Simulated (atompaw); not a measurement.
# An all-electron radial function and its pseudo partner (silver)

Columns: radius, all-electron u(r) and pseudo u(r) of the 5p shell (level -0.74 eV) of silver in the configuration [Ar] 3d10 4s2 4p6 4d10 5s1 5p0; PBE, scalar-relativistic, PAW (atompaw) scheme, atompaw 4.2.0.5.

```
r (bohr)  all-electron   pseudo
   0.063       -0.0584  -0.0071
   0.127       -0.0141  -0.0281
   0.190        0.0558  -0.0605
   0.254        0.0882  -0.1024
   0.317        0.0774  -0.1489
   0.381        0.0394  -0.1971
   0.444       -0.0085  -0.2417
   0.508       -0.0559  -0.2801
   0.571       -0.0947  -0.3082
   0.635       -0.1232  -0.3246
   0.698       -0.1399  -0.3279
   0.762       -0.1462  -0.3183
   0.825       -0.1432  -0.2970
   0.888       -0.1328  -0.2660
   0.952       -0.1165  -0.2270
   1.015       -0.0961  -0.1839
   1.079       -0.0724  -0.1382
   1.142       -0.0473  -0.0936
   1.206       -0.0206  -0.0505
   1.269        0.0060  -0.0115
   1.333        0.0330   0.0241
   1.396        0.0591   0.0554
   1.460        0.0849   0.0838
   1.523        0.1094   0.1092
   1.587        0.1333   0.1333
   1.650        0.1557   0.1557
```

Task: How many radial nodes do the two functions have?

Result: The all-electron 5p function has n − l − 1 = 3; the pseudo-wave has 1, since 1 lower shell of the same l stays in the valence.

Task: Is the pseudo-wave norm-conserving?

Result: No, it belongs to a PAW set: the norm inside the radius is not constrained, and the difference is carried by the augmentation charge.
